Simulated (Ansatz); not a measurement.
Cdn (charge +1): gap (eV) at several levels, gas phase, relaxed structures; Ansatz. Clusters are the lowest isomers that short searches found in that spin, judged at the geometry's level. Core potentials for Cd in the def2 sets, no spin–orbit coupling. HOMO and LUMO are taken over both spins. The structures are stationary points that may keep the symmetry of their start.

```
species    state      geometry  LDA (SPW92)/def2-TZVP  PBE/def2-SVP  PBE/def2-TZVP  r2SCAN/def2-TZVP  PBE0/def2-SVP  PBE0/def2-TZVP
   Cd6⁺  doublet  PBE/def2-SVP                   0.17          0.22           0.23              0.51           1.26            1.27
   Cd7⁺  doublet  PBE/def2-SVP                   0.16          0.21           0.22              0.49           1.23            1.24
```

**Question.** Estimate the rows for Cd3⁺ (doublet, r2SCAN/def2-TZVP geometry).

**Answer.** 
| species | state | geometry | LDA (SPW92)/def2-TZVP | PBE/def2-SVP | PBE/def2-TZVP | r2SCAN/def2-TZVP | PBE0/def2-SVP | PBE0/def2-TZVP |
| --- | --- | --- | --- | --- | --- | --- | --- | --- |
| Cd3⁺ | doublet | r2SCAN/def2-TZVP | 0.34 | 0.42 | 0.43 | 0.97 | 1.76 | 1.77 |

Over the 3 species that have every level, the mean is 0.22 at LDA (SPW92)/def2-TZVP, 0.29 at PBE/def2-SVP, 0.29 at PBE/def2-TZVP, 0.66 at r2SCAN/def2-TZVP, 1.41 at PBE0/def2-SVP, 1.43 at PBE0/def2-TZVP. Orbital gaps grow with the share of exact exchange and aren't one observable across functionals.
